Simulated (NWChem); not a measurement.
System: C₂H₄BFO₂; SMILES C(O)(=O)B(F)C

The following NWChem deck was run.

```
start job
memory heap 200 mb stack 900 mb global 1100 mb
geometry units angstroms noautosym nocenter noautoz
  C     -1.210629    -1.661684     0.180181
  B      0.054003    -0.752136     0.118179
  F      1.284423    -1.254403     0.092118
  C     -0.082339     0.844318     0.008111
  O     -0.811279     1.385743    -0.802093
  O      0.685483     1.546290     0.876425
  H     -1.753472    -1.493382     1.121887
  H     -0.980338    -2.728292     0.102013
  H     -1.909993    -1.377869    -0.616702
  H      0.509451     2.494036     0.702252
end
basis spherical
  * library pcsseg-1
end
dft
  xc pbe0
  iterations 150
end
property
  shielding
end
task dft property
```

Excerpt of the output:

```
             Northwest Computational Chemistry Package (NWChem) 7.3.0
             --------------------------------------------------------

                             Geometry "geometry" -> ""
                             -------------------------

 Output coordinates in angstroms (scale by  1.889725989 to convert to a.u.)

  No.       Tag          Charge          X              Y              Z
 ---- ---------------- ---------- -------------- -------------- --------------
    1 C                    6.0000    -1.21062900    -1.66168400     0.18018100
    2 B                    5.0000     0.05400300    -0.75213600     0.11817900
    3 F                    9.0000     1.28442300    -1.25440300     0.09211800
    4 C                    6.0000    -0.08233900     0.84431800     0.00811100
    5 O                    8.0000    -0.81127900     1.38574300    -0.80209300
    6 O                    8.0000     0.68548300     1.54629000     0.87642500
    7 H                    1.0000    -1.75347200    -1.49338200     1.12188700
    8 H                    1.0000    -0.98033800    -2.72829200     0.10201300
    9 H                    1.0000    -1.90999300    -1.37786900    -0.61670200
   10 H                    1.0000     0.50945100     2.49403600     0.70225200

 Effective nuclear repulsion energy (a.u.)     215.9129626743

                              NWChem Property Module
                              ----------------------

  itol2e modified to match energy
  convergence criterion.

                                 NWChem DFT Module
                                 -----------------

 Summary of "ao basis" -> "ao basis" (spherical)
 ------------------------------------------------------------------------------
       Tag                 Description            Shells   Functions and Types
 ---------------- ------------------------------  ------  ---------------------
 C                          pcsseg-1                 7       17   3s3p1d
 B                          pcsseg-1                 7       17   3s3p1d
 F                          pcsseg-1                 7       17   3s3p1d
 O                          pcsseg-1                 7       17   3s3p1d
 H                          pcsseg-1                 3        5   2s1p

  itol2e modified to match energy
  convergence criterion.

            General Information
            -------------------
          SCF calculation type: DFT
          Wavefunction type:  closed shell.
          No. of atoms     :    10
          No. of electrons :    46
           Alpha electrons :    23
            Beta electrons :    23
          Charge           :     0
          Spin multiplicity:     1
          Use of symmetry is: off; symmetry adaption is: off
          Maximum number of iterations: 150
          AO basis - number of functions:   122
                     number of shells:    54
          Convergence on energy requested:  1.00D-07
          Convergence on density requested:  1.00D-05
          Convergence on gradient requested:  5.00D-04

              XC Information
              --------------
                         PBE0 Method XC Functional
                     Hartree-Fock (Exact) Exchange  0.250
          PerdewBurkeErnzerhof Exchange Functional  0.750
            Perdew 1991 LDA Correlation Functional  1.000 local
           PerdewBurkeErnz. Correlation Functional  1.000 non-local

             Grid Information
             ----------------
          Grid used for XC integration:  fine
          Radial quadrature: Mura-Knowles
          Angular quadrature: Lebedev.
          Tag              B.-S. Rad. Rad. Pts. Rad. Cut. Ang. Pts.
          ---              ---------- --------- --------- ---------
          C                   0.70       70          12.0       590
          B                   0.85       70          11.0       590
          F                   0.50       70          11.0       590
          O                   0.60       70          12.0       590
          H                   0.35       60          13.0       590
          Grid pruning is: on
          Number of quadrature shells:   660
          Spatial weights used:  Erf1

      Superposition of Atomic Density Guess
      -------------------------------------

 Sum of atomic energies:        -350.68348333

      Non-variational initial energy
      ------------------------------

 Total energy =    -353.182051
 1-e energy   =    -908.957430
 2-e energy   =     339.862416
 HOMO         =      -0.337548
 LUMO         =      -0.035968

   convergence    iter        energy       DeltaE   RMS-Dens  Diis-err
 ---------------- ----- ----------------- --------- --------- ---------
 d= 0,ls=0.0,diis     1   -353.2612417971 -5.69D+02  1.14D-02  1.51D+00
 d= 0,ls=0.0,diis     2   -352.9861884953  2.75D-01  7.68D-03  4.79D+00
 d= 0,ls=0.0,diis     3   -353.4134967663 -4.27D-01  2.17D-03  1.65D-01
 d= 0,ls=0.0,diis     4   -353.4208183845 -7.32D-03  9.58D-04  8.99D-02
 d= 0,ls=0.0,diis     5   -353.4286434031 -7.83D-03  1.33D-04  7.95D-04
  Resetting Diis
 d= 0,ls=0.0,diis     6   -353.4287040483 -6.06D-05  4.37D-05  9.31D-05
 d= 0,ls=0.0,diis     7   -353.4287138815 -9.83D-06  1.74D-05  4.92D-06
 d= 0,ls=0.0,diis     8   -353.4287134742  4.07D-07  1.02D-05  1.05D-05
 d= 0,ls=0.0,diis     9   -353.4287143226 -8.48D-07  1.97D-06  1.75D-07
 d= 0,ls=0.0,diis    10   -353.4287143348 -1.21D-08  8.40D-07  4.24D-08

         Total DFT energy =     -353.428714334770
      One electron energy =     -913.109389256673
           Coulomb energy =      387.439058107478
    Exchange-Corr. energy =      -43.671345859919
 Nuclear repulsion energy =      215.912962674344

 Numeric. integr. density =       46.000000251247

                       DFT Final Molecular Orbital Analysis
                       ------------------------------------

 Vector   21  Occ=2.000000D+00  E=-3.728056D-01
              MO Center= -3.2D-01, -5.1D-01,  8.3D-02, r^2= 3.5D+00
   Bfn.  Coefficient  Atom+Function         Bfn.  Coefficient  Atom+Function
  ----- ------------  ---------------      ----- ------------  ---------------
     7      0.211522   1 C  px               10      0.178365   1 C  px
    42      0.172573   3 F  py               45      0.169035   3 F  py
    54     -0.168671   4 C  s                 8      0.149812   1 C  py
    25     -0.145438   2 B  py               59      0.143209   4 C  py
    24     -0.139230   2 B  px               77      0.137162   5 O  pz

 Vector   22  Occ=2.000000D+00  E=-3.497232D-01
              MO Center= -6.7D-02,  1.4D+00,  5.5D-02, r^2= 2.0D+00
   Bfn.  Coefficient  Atom+Function         Bfn.  Coefficient  Atom+Function
  ----- ------------  ---------------      ----- ------------  ---------------
    75      0.262614   5 O  px               95     -0.256538   6 O  px
    92     -0.249062   6 O  px               97      0.248951   6 O  pz
    78      0.243982   5 O  px               94      0.244380   6 O  pz
    77     -0.202066   5 O  pz               80     -0.184408   5 O  pz
    72      0.136112   5 O  px               89     -0.130129   6 O  px

[...]

          -----------------------------------------
          Chemical Shielding Tensors (GIAO, in ppm)
          -----------------------------------------

                                NWChem CPHF Module
                                ------------------

  scftype          =     RHF
  nclosed          =       23
  nopen            =        0
  variables        =     2277
  # of vectors     =        3
  tolerance        = 0.10D-03
  level shift      = 0.00D+00
  max iterations   =       50
  max subspace     =       30

 SCF residual:    7.8306557101062593E-005

Iterative solution of linear equations
  No. of variables     2277
  No. of equations        3
  Maximum subspace       30
        Iterations       50
       Convergence  1.0D-04

   iter   nsub   residual    time
   ----  ------  --------  ---------
     1      3    5.57D-01      63.9
     2      6    9.97D-02      69.0
     3      9    7.08D-03      74.0
     4     12    3.78D-04      79.0
     5     15    3.30D-05      84.1

      Atom:    1  C
        Diamagnetic
    256.2722      4.1587     -0.1873
      4.1587    257.7506     -0.2134
     -0.1873     -0.2134    251.6097

        Paramagnetic
    -84.2558     13.8318      0.2551
     13.8318    -75.1107      1.0901
      0.2551      1.0901    -67.8145

        Total Shielding Tensor
    172.0163     17.9905      0.0678
     17.9905    182.6399      0.8767
      0.0678      0.8767    183.7952

           isotropic =     179.4838
          anisotropy =      24.9710

          Principal Components and Axis System
                 1           2           3
              196.1312    183.7592    158.5610

      1         0.5970     -0.0509      0.8006
      2         0.8000     -0.0370     -0.5989
      3         0.0601      0.9980      0.0187

      Atom:    2  B
        Diamagnetic
    193.7878      2.3255     -0.1363
      2.3255    199.0075     -1.2121
     -0.1363     -1.2121    172.3028

        Paramagnetic
   -155.6766     37.5044      7.8847
     37.5044   -170.1697      1.1391
      7.8847      1.1391    -84.4066

        Total Shielding Tensor
     38.1112     39.8299      7.7484
     39.8299     28.8378     -0.0730
      7.7484     -0.0730     87.8961

           isotropic =      51.6150
          anisotropy =      57.8197

          Principal Components and Axis System
                 1           2           3
               90.1615     71.5953     -6.9117

      1         0.2776      0.6915     -0.6669
      2         0.1792      0.6447      0.7431
      3         0.9438     -0.3258      0.0551

      Atom:    3  F
        Diamagnetic
    484.5578    -11.3299     -0.2948
    -11.3299    465.8411      0.4188
     -0.2948      0.4188    462.1650

        Paramagnetic
   -365.3068     -4.4201     21.5542
     -4.4201   -482.2437     20.1903
     21.5542     20.1903     -5.9289

        Total Shielding Tensor
    119.2510    -15.7501     21.2595
    -15.7501    -16.4025     20.6091
     21.2595     20.6091    456.2361

           isotropic =     186.3615
          anisotropy =     408.0292

          Principal Components and Axis System
                 1           2           3
              458.3810    120.0189    -19.3153

      1         0.0606      0.9909      0.1201
      2         0.0413     -0.1227      0.9916
      3         0.9973     -0.0551     -0.0483

      Atom:    4  C
        Diamagnetic
    250.7688     -0.1497     16.1986
     -0.1497    255.0966     -0.2725
     16.1986     -0.2725    252.4317

        Paramagnetic
   -207.9532    -39.9179    -68.8814
    -39.9179   -314.0228    -48.9010
    -68.8814    -48.9010   -236.2551

        Total Shielding Tensor
     42.8156    -40.0677    -52.6828
    -40.0677    -58.9262    -49.1735
    -52.6828    -49.1735     16.1766

           isotropic =       0.0220
          anisotropy =    -161.3679

          Principal Components and Axis System
                 1           2           3
             -107.5566     83.8552     23.7674

      1         0.3784      0.7937      0.4763
      2         0.7936     -0.0133     -0.6083
      3         0.4765     -0.6082      0.6349

      Atom:    5  O
        Diamagnetic
    402.1376     -5.5436      9.5685
     -5.5436    396.2284     -5.7708
      9.5685     -5.7708    403.9138

        Paramagnetic
   -463.5974    -18.6918   -374.2752
    -18.6918   -690.7489     -8.4837
   -374.2752     -8.4837   -564.2804

        Total Shielding Tensor
    -61.4598    -24.2354   -364.7067
    -24.2354   -294.5205    -14.2546
   -364.7067    -14.2546   -160.3666

           isotropic =    -172.1156
          anisotropy =    -465.9386

          Principal Components and Axis System
                 1           2           3
             -482.7414   -290.8796    257.2741

      1         0.6526     -0.0803      0.7534
      2         0.1404      0.9900     -0.0161
      3         0.7445     -0.1163     -0.6574

      Atom:    6  O
        Diamagnetic
    384.5340      4.5843      8.8711
      4.5843    404.9668      4.8729
      8.8711      4.8729    386.2006

        Paramagnetic
   -247.5351    100.4645    -28.3449
    100.4645   -369.0867    114.8563
    -28.3449    114.8563   -265.3277

        Total Shielding Tensor
    136.9990    105.0489    -19.4738
    105.0489     35.8801    119.7292
    -19.4738    119.7292    120.8728

           isotropic =      97.9173
          anisotropy =     206.8480

          Principal Components and Axis System
                 1           2           3
              235.8160    149.1304    -91.1945

      1         0.5523     -0.7311     -0.4006
      2         0.6223      0.0418      0.7816
      3         0.5547      0.6810     -0.4781

      Atom:    7  H
        Diamagnetic
     29.5202      1.2223     -7.7395
      1.2223     25.7173      0.5412
     -7.7395      0.5412     33.9663

        Paramagnetic
      0.3203     -1.2823      3.7769
     -1.2823      2.7148     -0.3441
      3.7769     -0.3441     -0.1561

        Total Shielding Tensor
     29.8405     -0.0599     -3.9626
     -0.0599     28.4320      0.1971
     -3.9626      0.1971     33.8102

           isotropic =      30.6942
          anisotropy =       8.3521

          Principal Components and Axis System
                 1           2           3
               36.2623     28.4296     27.3908

      1        -0.5251      0.0564      0.8492
      2         0.0254      0.9984     -0.0506
      3         0.8506      0.0050      0.5257

      Atom:    8  H
        Diamagnetic
     25.7726     -0.5633     -0.2472
     -0.5633     41.3318      1.0325
     -0.2472      1.0325     23.4936

        Paramagnetic
      2.7366      0.1956      0.2350
      0.1956     -4.6908     -0.3915
      0.2350     -0.3915      3.5405

        Total Shielding Tensor
     28.5092     -0.3677     -0.0122
     -0.3677     36.6411      0.6410
     -0.0122      0.6410     27.0341

           isotropic =      30.7281
          anisotropy =       8.9580

          Principal Components and Axis System
                 1           2           3
               36.7002     28.4928     26.9915

      1        -0.0448      0.9990     -0.0081
      2         0.9968      0.0442     -0.0666
      3         0.0662      0.0110      0.9977

      Atom:    9  H
        Diamagnetic
     32.0285      0.3473      7.8126
      0.3473     26.6382     -1.8807
      7.8126     -1.8807     30.3282

        Paramagnetic
     -1.7470     -0.8808     -3.1776
     -0.8808      2.0493      0.4952
     -3.1776      0.4952      0.8255

        Total Shielding Tensor
     30.2815     -0.5335      4.6350
     -0.5335     28.6875     -1.3855
      4.6350     -1.3855     31.1537

           isotropic =      30.0409
          anisotropy =       8.4126

          Principal Components and Axis System
                 1           2           3
               35.6493     28.5255     25.9480

      1         0.6520      0.2852      0.7025
      2        -0.1957      0.9585     -0.2074
      3         0.7325      0.0023     -0.6807

      Atom:   10  H
        Diamagnetic
     22.4459     -0.5028      3.1701
     -0.5028     43.9333     -0.2641
      3.1701     -0.2641     22.8887

        Paramagnetic
     -0.3806      1.9497     -4.8581
      1.9497    -12.7320      2.3257
     -4.8581      2.3257     -1.3620

        Total Shielding Tensor
     22.0654      1.4469     -1.6880
      1.4469     31.2013      2.0616
     -1.6880      2.0616     21.5267

           isotropic =      24.9311
          anisotropy =      10.2243

          Principal Components and Axis System
                 1           2           3
               31.7473     23.4995     19.5465

      1         0.1150      0.7723      0.6248
      2         0.9773      0.0248     -0.2106
      3         0.1781     -0.6348      0.7518
```

Level: PBE0/pcSseg-1, GIAO. The geometry was optimised at B3LYP/6-31G* (spherical d). The printed shielding anisotropy is the first printed principal value minus the mean of the other two.
